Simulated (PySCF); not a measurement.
H6NSi2 (SMILES [SiH3][N][SiH3]), doublet, at a GFN2-xTB geometry, with bond 5-1 at 1.3 times its length. Base run: R2SCAN/STO-3G (PySCF).

PySCF was given this input:
```python
from pyscf import gto, scf, dft

mol = gto.Mole()
mol.atom = '''
    Si    1.66704058   -0.21564473    0.06340929
    N     0.00000000    0.00000000    0.00000000
    Si   -1.66704058    0.21564473   -0.06340929
    H     2.07133989   -1.10699091   -1.03241083
    H     2.51553688    1.48513328   -0.12564743
    H     2.01821156   -0.81474582    1.35821990
    H    -2.29077909   -0.60334976    0.98491125
    H    -2.14890177   -0.20387251   -1.38650896
    H    -1.96960063    1.63631295    0.15780760
'''
mol.basis = 'sto-3g'
mol.spin = 1
mol.verbose = 4
mol.build()

mf = dft.UKS(mol)
mf.xc = 'r2scan'
mf.kernel()
mf.analyze()
```

The base run was repeated with changes; each row names its change, and settings that it needs were set with it.

```json
[
 {"change": "base", "ΔE vs base (µEh)": "0.0", "SCF cycles": "30", "<S^2>": "0.757", "outcome": "converged"},
 {"change": "solver = newton; init_guess = 1e", "ΔE vs base (µEh)": "0.0", "SCF cycles": "-", "<S^2>": "0.757", "outcome": "converged"},
 {"change": "conv_tol = 1e-6", "ΔE vs base (µEh)": "0.0", "SCF cycles": "27", "<S^2>": "0.757", "outcome": "converged"},
 {"change": "init_guess = 1e", "ΔE vs base (µEh)": "0.0", "SCF cycles": "28", "<S^2>": "0.757", "outcome": "converged"},
 {"change": "solver = newton", "ΔE vs base (µEh)": "0.0", "SCF cycles": "-", "<S^2>": "0.757", "outcome": "converged"},
 {"change": "diis_space = 12", "ΔE vs base (µEh)": "0.0", "SCF cycles": "28", "<S^2>": "0.757", "outcome": "converged"},
 {"change": "diis_space = 4", "ΔE vs base (µEh)": "0.0", "SCF cycles": "37", "<S^2>": "0.757", "outcome": "converged"},
 {"change": "level_shift = 0.3 (with mf.max_cycle = 100)", "ΔE vs base (µEh)": "3182", "SCF cycles": "22", "<S^2>": "0.763", "outcome": "another SCF solution"},
 {"change": "init_guess = vsap", "ΔE vs base (µEh)": "0.0", "SCF cycles": "29", "<S^2>": "0.757", "outcome": "converged"},
 {"change": "diis_space = 20", "ΔE vs base (µEh)": "0.0", "SCF cycles": "28", "<S^2>": "0.757", "outcome": "converged"},
 {"change": "level_shift = 1.0 (with mf.max_cycle = 100)", "ΔE vs base (µEh)": "-", "SCF cycles": "100", "<S^2>": "-", "outcome": "not converged"},
 {"change": "init_guess = atom", "ΔE vs base (µEh)": "3182", "SCF cycles": "17", "<S^2>": "0.763", "outcome": "another SCF solution"},
 {"change": "diis = off (with mf.max_cycle = 100)", "ΔE vs base (µEh)": "-", "SCF cycles": "100", "<S^2>": "-", "outcome": "not converged"}
]
```

A guess, shift, damping, solver or small numerical setting can't move a converged solution much, so rows marked as another SCF solution ended in a different state.

Open shells are given as the SCF converged; they aren't shown to be the lowest states, and a large step between rows can be another state.
